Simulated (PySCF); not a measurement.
Compound: BBrGeH4O.
SMILES with atom numbers: `[GeH3:1][O:2][BH:3][Br:4]` (hydrogens: H5, H6, H7 on Ge1; H8 on B3)

Computed with core-valence-separated Tamm–Dancoff BHandHLYP/aug-pcX-1 (pcseg-1 on H, def2-SVPD on Ge, def2-SVPD on Br) in PySCF, non-relativistic, gas phase, PBE0-D3(BJ)/def2-SVP geometry.

Computed boron K-edge spectrum, Gaussian lines of 0.3 eV full width, highest printed point 100; it ends one width below the last computed root. The energies are unshifted.

photon energy (eV), absorption and a bar:
```
    187.9          1 
    188.0          5 #
    188.1         25 #######
    188.2         67 ####################
    188.3        100 ##############################
    188.4         80 ########################
    188.5         35 ##########
    188.6          8 ##
    188.7          1 
    188.8          0 
    188.9          0 
    189.0          0 
    189.1          0 
    189.2          0 
    189.3          0 
    189.4          0 
    189.5          0 
    189.6          0 
    189.7          0 
    189.8          0 
    189.9          0 
    190.0          0 
    190.1          0 
    190.2          0 
    190.3          0 
    190.4          0 
    190.5          0 
    190.6          0 
    190.7          0 
    190.8          0 
    190.9          0 
    191.0          0 
    191.1          0 
    191.2          0 
    191.3          0 
    191.4          0 
    191.5          2 #
    191.6         11 ###
    191.7         34 ##########
    191.8         56 #################
    191.9         50 ###############
    192.0         24 #######
    192.1          6 ##
    192.2          2 #
    192.3          4 #
    192.4          5 ##
    192.5          4 #
    192.6          2 #
    192.7          1 
    192.8          1 
    192.9          4 #
    193.0          7 ##
    193.1          8 ##
    193.2          5 #
    193.3          3 #
    193.4          5 #
    193.5         11 ###
    193.6         16 #####
    193.7         15 ####
    193.8         10 ###
    193.9          5 ##
    194.0          2 #
    194.1          0
```

Assign the maxima to core holes.

5 maxima:
- 188.3 eV: B3 (three-coordinate boron), 188.31 eV, f = 0.090, 100 % of the height at the exact maximum
- 191.8 eV: B3 (three-coordinate boron), 191.83 eV, f = 0.052, 100 % of the height at the exact maximum
- 192.4 eV: B3 (three-coordinate boron), 192.41 eV, f = 0.005, 100 % of the height at the exact maximum
- 193.1 eV: B3 (three-coordinate boron), 193.07 eV, f = 0.007, 100 % of the height at the exact maximum
- 193.6 eV: B3 (three-coordinate boron), 193.59 eV, f = 0.012, 81 % of the height at the exact maximum; B3 (three-coordinate boron), 193.77 eV, f = 0.005, 17 % of the height at the exact maximum

Roots within 0.03 eV on the same or equivalent atoms count as one line; shares under 12 % aren't listed.

Vibrational structure and lifetime widths aren't in the curve. The ionisation threshold wasn't computed; near and above it a finite basis only mimics Rydberg series and continuum. Relativistic effects, spin–orbit coupling among them, are left out although an element past zinc is present.

Shape of the structure used: `[GeH3:1][O:2][BH:3][Br:4]`: Ge1–O2–B3–Br4 1°.

One conformer stands for the species.
